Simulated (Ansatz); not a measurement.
A geometry relaxed with Ansatz (a quantum-chemistry and plane-wave program) with PBE0-D4/def2-SVP, charge 0, multiplicity 1:

```xyz
25

C     -0.4625    -0.6574    -0.0060
C      3.3002    -0.7683     0.3424
H      2.8455     2.5859    -0.0123
H     -2.4629    -3.4357     0.0260
H     -0.1136    -2.7830     0.2396
C     -1.4702     0.3304    -0.2051
C      2.6131     1.5207     0.0663
C      0.9323    -0.2622     0.0874
H      4.6626     0.9200     0.2992
C      0.2232     2.0835    -0.1663
C     -0.8632    -2.0079     0.0783
C     -2.8135    -0.0775    -0.3487
H      1.7681    -2.2501     0.3487
C     -2.1870    -2.3809    -0.0432
C      1.9848    -1.1845     0.2677
H      4.0938    -1.5062     0.4813
C     -1.0887     1.7234    -0.2565
C      1.2628     1.1150    -0.0129
H     -3.5703     0.6829    -0.5477
H      0.4948     3.1412    -0.1946
C      3.6212     0.5958     0.2402
C     -3.1719    -1.4077    -0.2680
S     -2.2787     3.0141    -0.5290
H     -4.2177    -1.7001    -0.3865
H     -3.1020     2.7087     0.5000
```

Q: Write the SMILES of this molecule.

A: `Sc1cc2ccccc2c2ccccc12`
